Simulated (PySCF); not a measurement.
Adding and removing an electron: SnF

ωB97X-V; Sn def2-TZVPPD with ECP28, F def2-TZVPPD; scalar-relativistic core potentials (PySCF 2.14). Neutral (UKS): doublet (π ↑), Re = 1.950 Å, ωe = 578 cm⁻¹, De = 5.11 eV, HOMO -6.87 eV, LUMO -0.98 eV.

SnF⁻ (UKS): triplet (π ↑↑), Re = 2.044 Å, ωe = 452 cm⁻¹, De = 2.79 eV to Sn + F⁻. The energies at the minima are -314.14753 hartree for SnF and -314.18623 for SnF⁻.

Problem. Work out the adiabatic electron affinity, without and with harmonic zero-point energies (1 hartree = 27.2114 eV, 1 eV = 8065.5 cm⁻¹), and the change of the bond length.

Solution. At ωB97X-V: 0.03870 hartree = 1.053 eV between the minima; the zero-point term (578.0 − 452.0)/2 cm⁻¹ = +0.008 eV makes it 1.061 eV. Re changes by +9.4 pm against the neutral. The electron enters a π orbital, and the longer bond of the ion fits an antibonding orbital, or a change in how ionic the bond is.

Spin–orbit coupling is left out, which matters for elements this heavy, above all for dissociation energies. For an ion De counts to the pair picked by the measured ionisation energies or electron affinities, which need not be the lowest pair at this level. States were picked by a PBE0 search and need not be the measured ground states.
